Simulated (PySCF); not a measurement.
Isomers of C7H11NOSi, mass 153.061 u with the commonest isotopes. Level of theory: PBE0/pcSseg-1 in PySCF (dipole) on a GFN2-xTB geometry, gas phase. One conformer each, none proved a minimum here; rigid rotors.

**Question.** Order these by radius of gyration √(Σ m r²/M), smallest first.
A. `[CH3:1]/[N:2]=[CH:3]/[c:4]1[cH:5][cH:6][c:7]([SiH2:8][CH3:9])[o:10]1` with N2–C3–C4–C5 2°, C6–C7–Si8–C9 4°
B. `[CH3:1][C:2](=[O:3])[C@@H:4]1[CH2:5][C@:6]1([SiH3:7])[CH2:8][C:9]#[N:10]` with C1–C2–C4–C5 -163°, C5–C6–C8–C9 -142°
C. `[NH2:1][CH2:2][c:3]1[cH:4][cH:5][cH:6][c:7]([O:8][SiH3:9])[cH:10]1` with H–N1–C2–C3 59° and -59°, N1–C2–C3–C4 -88°, C6–C7–O8–Si9 -1°
D. `[CH2:1]=[CH:2][CH:3]([CH:4]=[CH2:5])[C@@H:6]([C:7]#[N:8])[O:9][SiH3:10]` with C1–C2–C3–C4 125°, C2–C3–C4–C5 -125°, C2–C3–C6–C7 -60°, C3–C6–O9–Si10 71°
E. `[CH3:1][CH2:2][CH2:3]/[CH:4]=[CH:5]\[Si@@H:6]([C:7]#[N:8])[CH:9]=[O:10]` with C1–C2–C3–C4 64°, C2–C3–C4–C5 -126°, C4–C5–Si6–C7 53°, C5–Si6–C9–O10 13°

**Answer.** B (2.238 Å), D (2.365 Å), E (2.544 Å), C (2.614 Å), A (2.841 Å).

**Question.** Order these by rotational constant C, largest first.
A. `[CH2:1]=[CH:2][CH:3]([CH:4]=[CH2:5])[C@@H:6]([C:7]#[N:8])[O:9][SiH3:10]` with C1–C2–C3–C4 125°, C2–C3–C4–C5 -125°, C2–C3–C6–C7 -60°, C3–C6–O9–Si10 71°
B. `[CH3:1]/[N:2]=[CH:3]/[c:4]1[cH:5][cH:6][c:7]([SiH2:8][CH3:9])[o:10]1` with N2–C3–C4–C5 2°, C6–C7–Si8–C9 4°
C. `[CH3:1][CH2:2][CH2:3]/[CH:4]=[CH:5]\[Si@@H:6]([C:7]#[N:8])[CH:9]=[O:10]` with C1–C2–C3–C4 64°, C2–C3–C4–C5 -126°, C4–C5–Si6–C7 53°, C5–Si6–C9–O10 13°
D. `[CH3:1][C:2](=[O:3])[C@@H:4]1[CH2:5][C@:6]1([SiH3:7])[CH2:8][C:9]#[N:10]` with C1–C2–C4–C5 -163°, C5–C6–C8–C9 -142°
E. `[NH2:1][CH2:2][c:3]1[cH:4][cH:5][cH:6][c:7]([O:8][SiH3:9])[cH:10]1` with H–N1–C2–C3 59° and -59°, N1–C2–C3–C4 -88°, C6–C7–O8–Si9 -1°

**Answer.** D (767.4 MHz), A (722.8 MHz), C (548.0 MHz), E (494.4 MHz), B (411.1 MHz).

**Question.** Order these by out-of-plane moment Σ m c² = (Ia + Ib − Ic)/2, largest first.
A. `[NH2:1][CH2:2][c:3]1[cH:4][cH:5][cH:6][c:7]([O:8][SiH3:9])[cH:10]1` with H–N1–C2–C3 59° and -59°, N1–C2–C3–C4 -88°, C6–C7–O8–Si9 -1°
B. `[CH2:1]=[CH:2][CH:3]([CH:4]=[CH2:5])[C@@H:6]([C:7]#[N:8])[O:9][SiH3:10]` with C1–C2–C3–C4 125°, C2–C3–C4–C5 -125°, C2–C3–C6–C7 -60°, C3–C6–O9–Si10 71°
C. `[CH3:1][C:2](=[O:3])[C@@H:4]1[CH2:5][C@:6]1([SiH3:7])[CH2:8][C:9]#[N:10]` with C1–C2–C4–C5 -163°, C5–C6–C8–C9 -142°
D. `[CH3:1][CH2:2][CH2:3]/[CH:4]=[CH:5]\[Si@@H:6]([C:7]#[N:8])[CH:9]=[O:10]` with C1–C2–C3–C4 64°, C2–C3–C4–C5 -126°, C4–C5–Si6–C7 53°, C5–Si6–C9–O10 13°
E. `[CH3:1]/[N:2]=[CH:3]/[c:4]1[cH:5][cH:6][c:7]([SiH2:8][CH3:9])[o:10]1` with N2–C3–C4–C5 2°, C6–C7–Si8–C9 4°

**Answer.** B (156.77 u·Å²), C (108.38 u·Å²), D (68.16 u·Å²), A (23.58 u·Å²), E (6.12 u·Å²).

| SMILES | point group | Ia (u·Å²) | Ib (u·Å²) | Ic (u·Å²) | κ | μa (D) | μb (D) | μc (D) |
| --- | --- | --- | --- | --- | --- | --- | --- | --- |
| C=CC(C=C)[C@@H](C#N)O[SiH3] | C1 | 409.96 | 602.75 | 699.18 | -0.55 | 0.70 | 3.59 | 2.01 |
| CCC/C=C\[Si@@H](C#N)C=O | C1 | 302.73 | 755.78 | 922.19 | -0.78 | 1.07 | 2.11 | 1.74 |
| NCc1cccc(O[SiH3])c1 | C1 | 193.80 | 875.65 | 1022.28 | -0.92 | 1.45 | 1.12 | 0.53 |
| CC(=O)[C@@H]1C[C@]1([SiH3])CC#N | C1 | 348.28 | 527.03 | 658.56 | -0.44 | 1.64 | 3.79 | 0.26 |
| C/N=C/c1ccc([SiH2]C)o1 | near Cs | 111.66 | 1129.78 | 1229.19 | -0.98 | 0.66 | 0.09 | 0.05 |
